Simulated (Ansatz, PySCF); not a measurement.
Mg(Br)(OMe) (CH3BrMgO), SMILES C[O][Mg][Br]. Atoms are numbered in the order given.

```xyz
7

Mg     0.0000     0.0000    -0.6195
Br     0.0000     0.0000     1.7257
O      0.0000     0.0000    -2.3795
C      0.0000     0.0000    -3.7528
H     -0.8894     0.5135    -4.1687
H      0.8894     0.5135    -4.1687
H      0.0000    -1.0270    -4.1687
```
Charge 0, spin multiplicity 1.

The structure is a stationary point at PBE0-D3(BJ)/def2-SVP. The structure was generated by enumeration; whether it is a known compound was not checked. One conformer was computed; it need not be the lowest.

Two levels are set side by side: PBE-D3(BJ)/def2-SVP (Ansatz, a quantum-chemistry and plane-wave program) and PBE0-D3(BJ)/def2-SVP (Ansatz). Each level has its own optimised geometry; the coordinates shown are those of the second. Frequencies come from the Hessian of PySCF at each geometry. Differences are taken from unrounded values.

| quantity | PBE0-D3(BJ) | PBE-D3(BJ) | PBE-D3(BJ) minus PBE0-D3(BJ) |
|---|---|---|---|
| mean bond length (Å) | 1.467 | 1.478 | 0.011 |
| bond Mg1–Br2 (Å) | 2.345 | 2.355 | 0.010 |
| bond Mg1–O3 (Å) | 1.760 | 1.774 | 0.014 |
| bond O3–C4 (Å) | 1.373 | 1.385 | 0.011 |
| bond C4–H5 (Å) | 1.108 | 1.117 | 0.009 |
| bond C4–H6 (Å) | 1.108 | 1.117 | 0.009 |
| bond C4–H7 (Å) | 1.108 | 1.117 | 0.009 |
| highest harmonic wavenumber (cm⁻¹) | 3049 | 2945 | -104 |
| mean harmonic wavenumber (cm⁻¹) | 1240 | 1193 | -46 |
| zero-point energy (kcal/mol) | 26.59 | 25.59 | -1.00 |

GGA bonds tend to be longer and softer than those of functionals with exact exchange. Differences between two approximate levels are no errors against the true value.
